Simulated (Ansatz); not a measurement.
Fe₄Co⁺. The state is a multiplicity 15 with charge 1. Geometry PBE-D4/def2-SVP.

Cartesian coordinates in Å:
```
Fe 0.189 -1.350 -0.094
Fe 0.418 0.812 -1.017
Fe -0.643 0.538 1.079
Fe 1.627 0.188 0.854
Co -1.592 -0.188 -0.823
```

At PBE-D4/def2-TZVP, revPBE-D4/def2-TZVP, r2SCAN-D4/def2-TZVP, PBE0-D4/def2-SVP and others the charge 1 multiplicity 15 is spin-contaminated (final ⟨S²⟩ up to 56.90, 56.00 for a pure state). The structure comes from a short search, and lower isomers may exist.

(1) Estimate the α-spin orbital energies around the gap (eV) in Ansatz with PBE-D4/def2-TZVP, revPBE-D4/def2-TZVP, r2SCAN-D4/def2-TZVP, PBE0-D4/def2-SVP, PBE0-D4/def2-TZVP.

Results:

(1) 
```
orbital  PBE-D4/def2-TZVP  revPBE-D4/def2-TZVP  r2SCAN-D4/def2-TZVP  PBE0-D4/def2-SVP  PBE0-D4/def2-TZVP
HOMO−13            -10.62               -10.54               -11.18            -12.72             -13.19
HOMO−12            -10.54               -10.45               -11.08            -12.68             -13.15
HOMO−11            -10.53               -10.44               -11.07            -12.45             -12.90
HOMO−10            -10.41               -10.32               -10.97            -12.42             -12.85
 HOMO−9            -10.34               -10.26               -10.87            -12.32             -12.73
 HOMO−8            -10.21               -10.11               -10.59            -12.18             -12.66
 HOMO−7            -10.09               -10.00               -10.59            -12.08             -12.50
 HOMO−6            -10.09               -10.00               -10.57            -11.81             -12.43
 HOMO−5             -9.95                -9.87               -10.49            -11.71             -12.27
 HOMO−4             -9.73                -9.65               -10.27            -11.62             -12.15
 HOMO−3             -9.72                -9.64               -10.26            -11.60             -12.12
 HOMO−2             -9.37                -9.28                -9.76            -11.10             -11.63
 HOMO−1             -9.36                -9.27                -9.75            -11.07             -11.56
   HOMO             -8.73                -8.63                -8.80             -9.10              -9.33
   LUMO             -8.11                -7.98                -7.93             -7.12              -7.31
 LUMO+1             -8.10                -7.97                -7.92             -7.10              -7.30
 LUMO+2             -6.14                -6.03                -6.02             -5.24              -5.42
 LUMO+3             -5.35                -5.25                -4.99             -4.33              -4.54
 LUMO+4             -5.08                -4.96                -4.88             -3.45              -4.26
 LUMO+5             -5.07                -4.95                -4.87             -3.43              -4.24
 β HOMO             -8.75                -8.63                -8.51             -8.65              -9.16
 β LUMO             -7.89                -7.74                -7.37             -6.03              -6.45
```
